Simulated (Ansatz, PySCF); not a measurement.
Gas-phase reaction (SMILES): C=C[Si](F)(F)F [ethenyl(trifluoro)silane] + 6 [H][H] (H2) -> 2 C (CH4) + 3 F (HF) + [SiH4] (SiH4); energy of full hydrogenation.

Geometries: B3LYP-D3(BJ)/def2-TZVP minima from Ansatz (a quantum-chemistry and plane-wave program), one conformer each, not searched for the lowest. Cores are frozen in the correlated levels unless marked. Spin-orbit coupling is left out. Non-relativistic. CBS marks a two-point X^-3 extrapolation of the correlation energy; Hartree-Fock from the larger set. Thermal terms are rigid-rotor harmonic-oscillator values from B3LYP-D3(BJ) frequencies (PySCF) at 298.15 K and 1 atm. 1 Eh = 627.5095 kcal/mol.

```csv
species,"E, CCSD(T)/CBS(cc-pV(T+d)Z,cc-pV(Q+d)Z) (Ansatz) (Eh)","E, PBE/def2-TZVPD (Ansatz) (Eh)",H - E (Eh),G - E (Eh)
C=C[Si](F)(F)F,-666.55405,-666.87150,0.05993,0.02079
[H][H] (H2),-1.17450,-1.16589,0.01336,-0.00144
C (CH4),-40.45816,-40.46301,0.04840,0.02728
F (HF),-100.39146,-100.39521,0.01259,-0.00713
[SiH4] (SiH4),-291.45815,-291.72111,0.03520,0.01198
```

Task: Work out ΔE and ΔH, ΔG, ΔS and the equilibrium constant at 298.15 K at the first level, then ΔH at the second.

Result: 
1. ΔE = [2×(-40.45816) + 3×(-100.39146) + (-291.45815)] - [(-666.55405) + 6×(-1.17450)] = 0.05220 Eh = 32.8 kcal/mol at CCSD(T)/CBS(cc-pV(T+d)Z,cc-pV(Q+d)Z).
2. The terms H - E add up to 0.02968 Eh, so ΔH = (0.05220 + (0.02968))×627.5095 = 51.4 kcal/mol.
3. The terms G - E add up to 0.03300 Eh, so ΔG = 53.5 kcal/mol, and ΔS = (0.02968 - (0.03300))×627509.5/298.15 = -7.0 cal/(mol K).
4. log10 K = -ΔG/(RT ln 10) = -39.2, with RT ln 10 = 1.3642 kcal/mol.
5. At PBE/def2-TZVPD the same steps give ΔE = 21.4 and ΔH = 40.0 kcal/mol, a shift of -11.4 from the first level.
6. These values are not checked against measurement here, since the tables used lack a sound gas-phase enthalpy of formation for at least one species.
